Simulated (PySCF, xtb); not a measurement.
SiHCl, SMILES [SiH]Cl (connectivity only; charge and spin as stated), neutral, multiplicity 1.

Harmonic wavenumbers (cm⁻¹) from xtb with GFN2-xTB at its own minimum, in rising order: 440, 715, 2065.

Q: What does r2SCAN-D4/def2-TZVP (PySCF) give at its own minimum? (An estimate is asked for; the answer gives what the named calculation found.)

A: 519, 816, 2000. Paired by order, the mean absolute difference is 82 cm⁻¹ and the zero-point energies are 4.6 and 4.8 kcal/mol.
